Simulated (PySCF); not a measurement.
C4H4N, SMILES [c]1cc[nH]c1, multiplicity 2.

Coordinates come from a r2SCAN-D4/def2-SVP optimisation. The isomer is the one that the SMILES or the coordinates give; other isomers of the formula were not compared.

Computed with TDA-PBE/def2-SVPD (PySCF).

Vertical excitations. Isolated molecule, no solvent.

Computed lowest excited states:
```
state    energy (eV)  λ (nm)      f                                                                     main pairs
-------  -----------  ------  -----  -----------------------------------------------------------------------------
root 1          1.69     732  0.001                                                               β HOMO→LUMO 98 %
root 2          2.42     511  0.001                                                             β HOMO−1→LUMO 98 %
root 3          4.35     285  0.000                                           α HOMO→LUMO 48 %, β HOMO→LUMO+1 49 %
root 4          5.32     233  0.000                                         α HOMO→LUMO+1 28 %, β HOMO→LUMO+2 72 %
root 5          5.36     231  0.001                    α HOMO−2→LUMO 36 %, α HOMO→LUMO+2 8 %, β HOMO−1→LUMO+1 50 %
root 6          5.38     231  0.000                                         α HOMO→LUMO+1 72 %, β HOMO→LUMO+2 28 %
root 7          5.77     215  0.008                                         α HOMO→LUMO+2 11 %, β HOMO−2→LUMO 76 %
root 8          5.81     213  0.000  α HOMO→LUMO+2 39 %, α HOMO−2→LUMO 7 %, β HOMO→LUMO+4 27 %, β HOMO−2→LUMO 21 %
root 9          5.83     213  0.001                                                             α HOMO−1→LUMO 98 %
root 10         6.05     205  0.000                                     α HOMO−2→LUMO+1 12 %, β HOMO−1→LUMO+2 87 %
```
Unrestricted roots are not spin-pure.
